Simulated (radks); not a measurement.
Question: Radial electron density D(r) = 4 pi r^2 rho(r) of an atom or ion with 39 electrons. Calculated with a radial shooting solver on a logarithmic mesh with Libxc functionals: scalar-relativistic Kohn-Sham, exchange-only LDA, spin-polarised, spherical densities, point nucleus.

```
   r/bohr * D(r) (the largest magnitude, 63.5, reaches the edge; | marks zero)
 0.001228 |*
 0.001418 |*
 0.001637 | *
 0.001876 | *
 0.002166 |  *
 0.002502 |  *
 0.002889 |   *
  0.00331 |    *
 0.003823 |      *
 0.004415 |       *
 0.005099 |          *
 0.005889 |            *
 0.006747 |               *
 0.007791 |                  *
 0.008998 |                      *
  0.01039 |                          *
  0.01191 |                              *
  0.01375 |                                  *
  0.01588 |                                     *
  0.01834 |                                         *
  0.02118 |                                           *
  0.02426 |                                            *
  0.02802 |                                            *
  0.03236 |                                          *
  0.03738 |                                        *
  0.04282 |                                      *
  0.04945 |                                     *
  0.05711 |                                     *
  0.06596 |                                        *
  0.07617 |                                             *
  0.08727 |                                                 *
   0.1008 |                                                     *
   0.1164 |                                                      *
   0.1344 |                                                   *
    0.154 |                                             *
   0.1779 |                                       *
   0.2054 |                                  *
   0.2372 |                                 *
    0.274 |                                    *
   0.3139 |                                       *
   0.3625 |                                        *
   0.4186 |                                     *
   0.4835 |                              *
   0.5539 |                     *
   0.6397 |              *
   0.7388 |          *
   0.8532 |        *
   0.9854 |        *
    1.129 |        *
    1.304 |       *
    1.506 |     *
    1.739 |   *
    1.992 |  *
    2.301 |*
    2.657 |*
    3.069 *
    3.544 *
     4.06 *
    4.689 *
    5.416 *
    6.254 *
    7.165 *
```

What is the nuclear charge?

Answer: Z = 41. The innermost maximum, from 1s, lies near gamma/Z bohr with gamma = sqrt(1 - (Z/c)^2) = 0.954, here 0.0233 bohr (found: 0.0255), and its height grows with Z. The density is that of the niobium ion Nb2+ in [Kr] 4d3; the configuration itself is not fixed sharply by these data, and Z only to a few units. D(r) has 4 maxima, at r = 0.0255, 0.112, 0.354, 1.00 bohr, and minima at 0.0511, 0.228, 0.924 bohr, inside which lie 2.03, 11.11, 29.63 electrons.
